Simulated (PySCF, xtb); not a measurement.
B(Cl)(Me)(Et) (C3H8BCl), SMILES CCB(C)Cl. Other conformers were not sampled.

Harmonic wavenumbers (cm⁻¹) from xtb with GFN2-xTB at its own minimum, in rising order: 32, 71, 167, 202, 265, 337, 416, 561, 676, 811, 837, 982, 986, 1042, 1084, 1118, 1230, 1309, 1388, 1418, 1461, 1480, 1485, 1507, 1508, 2933, 2960, 3003, 3025, 3026, 3036, 3043, 3047.

What does PySCF with PBE-D3(BJ)/def2-SVP give at its own minimum? (Estimate from the structure and the level; the computed values follow.)

31, 89, 176, 197, 282, 345, 429, 561, 595, 777, 806, 931, 947, 1022, 1071, 1093, 1202, 1258, 1304, 1341, 1360, 1372, 1388, 1422, 1424, 2926, 2962, 2965, 2974, 3041, 3059, 3064, 3078. Paired by order, the mean absolute difference is 38 cm⁻¹ and the zero-point energies are 66.4 and 65.0 kcal/mol.
